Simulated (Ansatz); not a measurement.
Ansatz (a quantum-chemistry and plane-wave program) input (wB97X-V/def2-TZVP):

Ansatz 0.2 input:
```yaml
crystal:
  periodic: [false, false, false]
  atoms:
    - {symbol: C, position_ang: [-2.32653072, 0.74798490, 0.51440015]}
    - {symbol: C, position_ang: [-0.99584147, 0.20445142, 0.03612392]}
    - {symbol: C, position_ang: [0.10455776, 0.33359071, 1.07669588]}
    - {symbol: C, position_ang: [1.48163532, -0.10246654, 0.62083965]}
    - {symbol: Cl, position_ang: [2.10382692, 0.93843578, -0.72351591]}
    - {symbol: Cl, position_ang: [-1.19675307, -1.55296733, -0.42488940]}
    - {symbol: H, position_ang: [-2.22548384, 1.81376172, 0.73427409]}
    - {symbol: H, position_ang: [-3.09509829, 0.62502617, -0.24697585]}
    - {symbol: H, position_ang: [-2.65335249, 0.23725868, 1.42119477]}
    - {symbol: H, position_ang: [-0.69121431, 0.68786048, -0.88928550]}
    - {symbol: H, position_ang: [-0.16426599, -0.26056415, 1.95562302]}
    - {symbol: H, position_ang: [0.14482037, 1.37980131, 1.39286985]}
    - {symbol: H, position_ang: [1.47526749, -1.11997431, 0.24077141]}
    - {symbol: H, position_ang: [2.20614635, -0.01749628, 1.42606096]}
basis:
  gaussian:
    orbitals: def2-TZVP
hamiltonian:
  xc: {name: wB97X-V}
relax: {f_tol: 0.003, max_steps: 100}
```

Output:

```
Functional definition: wB97X-V
integrals: 0.30 GiB planned
1598 factors; their error is unknown
integrals: 0.34 GiB planned
436 factors; integrals over basis functions are off by at most 1.8e-6 eV
0.38 GiB of the device are held for the grids
1.76 GiB of device memory are held for the factors and their scratch space
mean field: 1.69 GiB planned
mean field evaluation 1: about -29318.5047 eV, gradient 3.9e1 eV
mean field evaluation 2: about -29320.4006 eV, gradient 2.6e1 eV
mean field evaluation 4: about -29321.9583 eV, gradient 1.6e0 eV
mean field evaluation 8: about -29321.9773 eV, gradient 8.0e-2 eV
mean field evaluation 16: about -29321.9901 eV, gradient 1.6e-4 eV
mean field -29321.99014557 eV, -1077.5632626911 hartree, gradient 5.0e-6 eV, S^2 0.000000; 0 other end points of the search recorded, 0 dependent functions left out
the calculation of the forces begins
reference -29321.99014351 eV, -1077.5632626151 hartree; 33, 33 occupied and 213, 213 virtual orbitals, 1598 factors
relax step   1: F+E_penalty+E_count = -29321.99014557 eV  Δ(F+E_penalty+E_count) = +0.000e0 eV  max|allowed force component| = 4.355e-1 eV/Å  Δτ_max = 0.0000 Å  (31 SCF iters, accepted)
these checks for a lower state are left out or cut short: starts, cluster_reference, orbital_swaps, neighbouring_geometries, increment
integrals: 0.30 GiB planned
1598 factors; their error is unknown
integrals: 0.34 GiB planned
436 factors; integrals over basis functions are off by at most 1.7e-6 eV
0.38 GiB of the device are held for the grids
1.76 GiB of device memory are held for the factors and their scratch space
mean field: 1.69 GiB planned
mean field -29321.99767433 eV, -1077.5635393678 hartree, gradient 1.7e-5 eV, S^2 0.000000; 0 other end points of the search recorded, 0 dependent functions left out
the calculation of the forces begins
reference -29321.99767226 eV, -1077.5635392919 hartree; 33, 33 occupied and 213, 213 virtual orbitals, 1598 factors
relax step   2: F+E_penalty+E_count = -29321.99767433 eV  Δ(F+E_penalty+E_count) = -7.529e-3 eV  max|allowed force component| = 3.252e-1 eV/Å  Δτ_max = 0.0175 Å  (34 SCF iters, accepted)
these checks for a lower state are left out or cut short: starts, cluster_reference, orbital_swaps, neighbouring_geometries, increment
integrals: 0.30 GiB planned
1598 factors; their error is unknown
integrals: 0.34 GiB planned
436 factors; integrals over basis functions are off by at most 1.7e-6 eV
0.38 GiB of the device are held for the grids
1.76 GiB of device memory are held for the factors and their scratch space
mean field: 1.69 GiB planned
mean field evaluation 32: about -29322.0012 eV, gradient 8.2e-3 eV
mean field -29322.00118911 eV, -1077.5636685334 hartree, gradient 1.7e-5 eV, S^2 0.000000; 0 other end points of the search recorded, 0 dependent functions left out
the calculation of the forces begins
reference -29322.00118704 eV, -1077.5636684575 hartree; 33, 33 occupied and 213, 213 virtual orbitals, 1598 factors
relax step   3: F+E_penalty+E_count = -29322.00118911 eV  Δ(F+E_penalty+E_count) = -3.515e-3 eV  max|allowed force component| = 6.552e-2 eV/Å  Δτ_max = 0.0084 Å  (33 SCF iters, accepted)
these checks for a lower state are left out or cut short: starts, cluster_reference, orbital_swaps, neighbouring_geometries, increment
integrals: 0.30 GiB planned
1598 factors; their error is unknown
integrals: 0.34 GiB planned
436 factors; integrals over basis functions are off by at most 1.7e-6 eV
0.38 GiB of the device are held for the grids
1.76 GiB of device memory are held for the factors and their scratch space
mean field: 1.69 GiB planned
mean field -29322.00135334 eV, -1077.5636745687 hartree, gradient 1.7e-5 eV, S^2 0.000000; 0 other end points of the search recorded, 0 dependent functions left out
the calculation of the forces begins
reference -29322.00135127 eV, -1077.5636744927 hartree; 33, 33 occupied and 213, 213 virtual orbitals, 1598 factors
relax step   4: F+E_penalty+E_count = -29322.00135334 eV  Δ(F+E_penalty+E_count) = -1.642e-4 eV  max|allowed force component| = 2.398e-2 eV/Å  Δτ_max = 0.0067 Å  (34 SCF iters, accepted)
these checks for a lower state are left out or cut short: starts, cluster_reference, orbital_swaps, neighbouring_geometries, increment
integrals: 0.30 GiB planned
1598 factors; their error is unknown
integrals: 0.34 GiB planned
436 factors; integrals over basis functions are off by at most 1.7e-6 eV
0.38 GiB of the device are held for the grids
1.76 GiB of device memory are held for the factors and their scratch space
mean field: 1.69 GiB planned
mean field -29322.00147789 eV, -1077.5636791461 hartree, gradient 1.7e-5 eV, S^2 0.000000; 0 other end points of the search recorded, 0 dependent functions left out
the calculation of the forces begins
reference -29322.00147583 eV, -1077.5636790701 hartree; 33, 33 occupied and 213, 213 virtual orbitals, 1598 factors
relax step   5: F+E_penalty+E_count = -29322.00147789 eV  Δ(F+E_penalty+E_count) = -1.246e-4 eV  max|allowed force component| = 2.409e-3 eV/Å  Δτ_max = 0.0038 Å  (35 SCF iters, accepted)
integrals: 0.30 GiB planned
1598 factors; their error is unknown
integrals: 0.34 GiB planned
436 factors; integrals over basis functions are off by at most 1.7e-6 eV
0.38 GiB of the device are held for the grids
1.76 GiB of device memory are held for the factors and their scratch space
mean field: 1.69 GiB planned
mean field evaluation 64: about -29322.0010 eV, gradient 5.8e-1 eV
mean field -29322.00147789 eV, -1077.5636791461 hartree, gradient 1.7e-5 eV, S^2 0.000000; 1 other end points of the search recorded, 0 dependent functions left out
the calculation of the forces begins
reference -29322.00147583 eV, -1077.5636790701 hartree; 33, 33 occupied and 213, 213 virtual orbitals, 1598 factors
Total energy: -29322.00147583 eV, -1077.5636790701 hartree
Atom 0 at    -2.324503     0.745740     0.514337 Å, force    -0.001648     0.000936    -0.000028 eV/Å
Atom 1 at    -0.993829     0.199646     0.029224 Å, force    -0.000962     0.002409    -0.000879 eV/Å
Atom 2 at     0.103799     0.335671     1.075348 Å, force     0.000876     0.000788    -0.001167 eV/Å
Atom 3 at     1.483042    -0.101143     0.616196 Å, force     0.001362    -0.001952    -0.000404 eV/Å
Atom 4 at     2.091553     0.929240    -0.714357 Å, force    -0.000663    -0.000782     0.001024 eV/Å
Atom 5 at    -1.192180    -1.535014    -0.418630 Å, force     0.000948     0.000081     0.000340 eV/Å
Atom 6 at    -2.222522     1.812923     0.737168 Å, force    -0.000737    -0.001273    -0.000217 eV/Å
Atom 7 at    -3.097021     0.621908    -0.246880 Å, force     0.000106     0.000116     0.000921 eV/Å
Atom 8 at    -2.646459     0.228476     1.422626 Å, force     0.000234     0.000510    -0.000498 eV/Å
Atom 9 at    -0.689872     0.694999    -0.894631 Å, force    -0.000466    -0.000802     0.001516 eV/Å
Atom 10 at    -0.168231    -0.259697     1.955684 Å, force    -0.000503     0.000402    -0.000898 eV/Å
Atom 11 at     0.144211     1.385834     1.387558 Å, force    -0.000209    -0.001187    -0.000159 eV/Å
Atom 12 at     1.473572    -1.125045     0.243213 Å, force     0.001536     0.001024     0.000729 eV/Å
Atom 13 at     2.206153    -0.018838     1.427332 Å, force     0.000126    -0.000270    -0.000280 eV/Å
Dipole moment:    -0.137339     0.190155     0.422514 e Å
```
